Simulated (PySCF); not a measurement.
**Shapes and spin states of [CoH3]-**

Computed with PySCF, PBE0, basis Co def2-TZVPD, H def2-TZVPD (no relativity, density fitting).

Relaxations began from a few typed shapes and spin states; open shells are unrestricted. The search is not exhaustive: other isomers or separated fragments can lie lower, and high-lying points may rest on an excited occupation.

Question: Which is the lowest minimum found?
A. doublet C2v: Co–H 1.517 Å (×2), Co–H 1.667 Å; H–Co–H 68.4°, H–Co–H 145.8° (×2)
B. quartet C3v: Co–H 1.658 Å (×3); H–Co–H 119.4° (×3)
C. quartet D3h: Co–H 1.657 Å (×3); H–Co–H 120.0° (×3)
D. quartet Cs: Co–H 1.645 Å, Co–H 1.650 Å, Co–H 1.697 Å; H–Co–H 110.3°, H–Co–H 117.7°, H–Co–H 132.0°

Answer: B. The others lie at 0.9 (quartet D3h, a saddle point), 11.9 (quartet Cs), 66.0 (doublet C2v) kJ/mol above it.

Formally Co is in oxidation state +2, d7, with 3 unpaired electrons (the high-spin count). The Mulliken spin on Co is 2.91. The polar-tensor charge on Co, 0.53, is far below the formal one.

For the lowest minimum: other spin states or occupations of the open shell can lie lower. The lowest empty level of this anion is unbound, so it and the gap depend on the basis.
